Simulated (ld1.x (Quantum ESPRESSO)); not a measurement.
# revPBE PAW dataset for niobium (Nb), fully relativistic all-electron reference.

* Element: Nb
* Generator: ld1.x (Quantum ESPRESSO) 7.5
* Type: PAW
* Functional: revPBE
* Relativity: fully relativistic
* Frozen core: [Kr]
* Valence charge: 5
* Reference configuration: 4d3 5s0 5p0 (charge +2)
* Partial waves: 5s (bound, empty): rcut 1.65, rcutus 2.30 bohr; 5s channel at -0.35 Ry: rcut 1.65, rcutus 2.30 bohr; 5p (bound, empty): rcut 3.35, rcutus 3.85 bohr; 5p channel at 0.75 Ry: rcut 3.35, rcutus 3.85 bohr; 4d (bound): rcut 1.30, rcutus 1.45 bohr; 4d channel at -0.9 Ry: rcut 1.30, rcutus 1.45 bohr
* Local potential: all-electron potential smoothed inside 3.40 bohr (lloc = -1)
* Core correction: Bessel-smoothed model core inside 0.95 bohr
* Augmentation charge: PSQ, inside the norm-conserving radii

Open shells are filled in proportion to 2j + 1 (rel_dist='average').

Poles of the logarithmic derivatives, all-electron (AE) and pseudo (PS). s: poles at -0.9, 2.2 (AE) and -0.9, 2.3 (PS) Ry. p1/2: poles at -0.4, 2.9 (AE) and -0.4, 2.4, 4.2 (PS) Ry. p3/2: poles at -0.3, 2.9 (AE) and -0.3, 2.5, 4.2 (PS) Ry. d3/2: poles at -1.4, 0.8, 4.3 (AE) and -1.4, 0.8, 4.4 (PS) Ry. d5/2: poles at -1.4, 0.8, 4.3 (AE) and -1.4, 0.8, 4.5 (PS) Ry. Test radius 4.18 bohr.

- Configuration tests: test run stopped at test 1 of 7 (negative rho)
- Density cutoff estimated by the generator: 247 Ry

The ghost test of this file was not conclusive.
